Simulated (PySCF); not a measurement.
# From computed data to an observable: oscillator strength and radiative lifetime

C3H5NOSi, SMILES O[Si@H]1C=CN=C1.

Geometry: ωB97X-D3(BJ)/def2-SVP. The structure was generated by enumeration; whether it is a known compound was not checked. One conformer was computed; it need not be the lowest.

TDA-PBE/def2-SVPD (PySCF 2.14.0) puts the first singlet state with f over 0.02 at 4.15 eV (vertical), with the transition dipole (0.080, -0.538, -0.286) in atomic units.

### Question
Find the oscillator strength, the wavelength and the radiative lifetime that this transition would have in vacuum if emission retraced absorption.

### Answer

|μ|² = 0.3776 au, so |μ| = 1.56 D. ΔE = 4.15/27.211 = 0.1525 hartree. f = (2/3) ΔE |μ|² = 0.038 (the program prints 0.038).
λ = 1239.84/4.15 = 299 nm; ν = 33472 cm⁻¹.
Einstein's coefficient A = 0.6670 ν² f s⁻¹ (ν in cm⁻¹) = 2.9e7 s⁻¹, so τ = 1/A = 35 ns. This state is S2; the lower singlet has f = 0.000. The figure is the radiative limit of this one transition; relaxation, internal conversion, crossing to triplets and a medium change what is measured.
